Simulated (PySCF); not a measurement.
Two-component Hartree-Fock for Cd³⁶⁺ (cadmium, charge +36)

Start: [Ne] 3s2. Calculated with PySCF 2.14 in an uncontracted even-tempered set (18 s from 2.4 bohr⁻², ratio 2.6; 13 p from 3.1 bohr⁻², ratio 2.6; 6 d from 3.2 bohr⁻², ratio 2.8; 4 f from 45 bohr⁻², ratio 2.8): generalised Hartree-Fock with the X2C-1e Hamiltonian and a Gaussian nucleus; spin-orbit coupling (SO) screened by Boettger's factors.

```json
{"spinor shell": "1s1/2", "electrons": "2", "ε, screened SO (eV)": "-29010.2", "weight of nominal j (screened SO)": "1.000", "rms radius, screened SO (bohr)": "0.0348"}
{"spinor shell": "2s1/2", "electrons": "2", "ε, screened SO (eV)": "-6111.4", "weight of nominal j (screened SO)": "1.000", "rms radius, screened SO (bohr)": "0.139"}
{"spinor shell": "2p1/2", "electrons": "2", "ε, screened SO (eV)": "-5841.0", "weight of nominal j (screened SO)": "1.000", "rms radius, screened SO (bohr)": "0.121"}
{"spinor shell": "2p3/2", "electrons": "4", "ε, screened SO (eV)": "-5639.7", "weight of nominal j (screened SO)": "1.000", "rms radius, screened SO (bohr)": "0.125"}
{"spinor shell": "3s1/2", "electrons": "2", "ε, screened SO (eV)": "-2420.2", "weight of nominal j (screened SO)": "1.000", "rms radius, screened SO (bohr)": "0.335"}
```

```tsv
quantity	screened SO
E (hartree)	-4498.77457
M_J	0
⟨J²⟩	0.000
⟨L²⟩	0.005
⟨S²⟩	0.005
```

Breit and QED terms are absent; they matter most for the inner s and p1/2 levels.

Densities and radii are taken from the X2C orbitals without a picture-change correction, which distorts them close to the nucleus.
